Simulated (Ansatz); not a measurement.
Several settings on one geometry of BH2(OEt) (C2H7BO) (that of the charge 0 singlet, r2SCAN-D4/def2-SVP). Ansatz on 2 threads of AMD EPYC 7R13 on a shared host; times are rough.

```xyz
11

B     0.901    1.476   -0.946
H     1.998    1.138   -0.542
H     0.748    2.260   -1.853
O    -0.210    0.976   -0.383
C    -0.178    0.027    0.682
C    -0.724   -1.304    0.211
H     0.856   -0.075    1.058
H    -0.800    0.435    1.496
H    -0.763   -2.019    1.047
H    -1.741   -1.184   -0.192
H    -0.087   -1.731   -0.580
```

Totals from different functionals, basis sets or treatments of relativity can't be compared as stabilities.

The spins typed aren't always the lowest for that charge.

**Question.** Give the basis size and estimate the energy, ⟨S²⟩ and time of these runs.

```csv
run,method,charge,state,further keys
1,RKS ωB97X/cc-pVDZ,0,singlet,"final_grid: {core_spheres: 20, valence_spheres: 16, degree: 47}; pseudopotentials: {relativity: none}; scf: {omitted_lower_state_checks: [starts]}"
2,RKS ωB97X/def2-mTZVP,0,singlet,fitting: {mean_field: cc-pVTZ-jkfit}
3,UKS revPBE/STO-3G,1,doublet,"final_grid: {core_spheres: 5, valence_spheres: 4, degree: 11}; nuclear_model: gaussian; scf: {omitted_lower_state_checks: [starts]}; forces asked"
```

**Answer.** 
```csv
run,functions,energy (Eh),⟨S²⟩,wall time
1,91,-180.4812,–,2.1 s
2,102,-180.5315,–,2.7 s
3,27,-177.8734,0.75,0.4 s
```
